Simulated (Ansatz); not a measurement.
`[SiH3][Sn]([Cl])([Cl])[Cl]` and `[F][Sn]([SiH3])([Cl])[Cl]` differ in one atom or group.

Ansatz, PBE0-D4/def2-TZVP geometries, multiplicity 1. 

Elements past krypton have def2 core potentials.

```tsv
property	`[SiH3][Sn]([Cl])([Cl])[Cl]`
HOMO energy (PBE/def2-TZVPP) / eV	-7.49
ideal-gas entropy at 298 K and 1 bar (rigid rotor, harmonic PBE0-D4/def2-TZVP) / J/(mol·K)	415
HOMO–LUMO gap (PBE0/def2-TZVPP) / eV	6.49
HOMO energy (ωB97M-V/def2-TZVPP) / eV	-10.67
HOMO–LUMO gap (B3LYP/def2-TZVPP) / eV	5.99
LUMO energy (B3LYP/def2-TZVPP) / eV	-2.45
```

(1) What does the change do to each property? (Estimate.)

## Answers

(1) The calculation gave: 
```json
{"property": "HOMO energy (PBE/def2-TZVPP) / eV", "`[F][Sn]([SiH3])([Cl])[Cl]`": "-7.66", "shift": "-0.17"}
{"property": "ideal-gas entropy at 298 K and 1 bar (rigid rotor, harmonic PBE0-D4/def2-TZVP) / J/(mol·K)", "`[F][Sn]([SiH3])([Cl])[Cl]`": "414", "shift": "-1"}
{"property": "HOMO–LUMO gap (PBE0/def2-TZVPP) / eV", "`[F][Sn]([SiH3])([Cl])[Cl]`": "6.79", "shift": "0.30"}
{"property": "HOMO energy (ωB97M-V/def2-TZVPP) / eV", "`[F][Sn]([SiH3])([Cl])[Cl]`": "-10.90", "shift": "-0.23"}
{"property": "HOMO–LUMO gap (B3LYP/def2-TZVPP) / eV", "`[F][Sn]([SiH3])([Cl])[Cl]`": "6.28", "shift": "0.29"}
{"property": "LUMO energy (B3LYP/def2-TZVPP) / eV", "`[F][Sn]([SiH3])([Cl])[Cl]`": "-2.37", "shift": "0.08"}
```

With PBE0 the HOMO falls by 0.21 eV and the LUMO rises by 0.10 eV, so the gap widens by about 0.31 eV. PBE moves the HOMO by -0.17 eV and ωB97M-V by -0.23 eV. Modes under 60 cm⁻¹, often nearly free rotors, make the harmonic entropy too high.

B3LYP here is the variant with VWN-RPA as its local correlation; programs differ in this.
